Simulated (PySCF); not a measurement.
## Correlation energy of Cu+ (copper, charge +1)

[Ar] 3d9 4s1, high-spin 3D determinant (an excited configuration). Computed with PySCF 2.14 in def2-QZVPPD, with no relativity, point nucleus. Frozen: [Ar]; 10 electrons correlated.

MP2 pair energies summed by pair of shells (mhartree):

| pair | energy | share (%) |
| --- | --- | --- |
| 3d-3d | -344.60 | 92.6 |
| 3d-4s | -27.63 | 7.4 |

Total MP2 correlation energy: -372.23 mhartree.

Same-spin part -138.44 and opposite-spin part -233.80 mhartree; SCS-MP2 scales them by 1/3 and 6/5 to -326.70 mhartree.
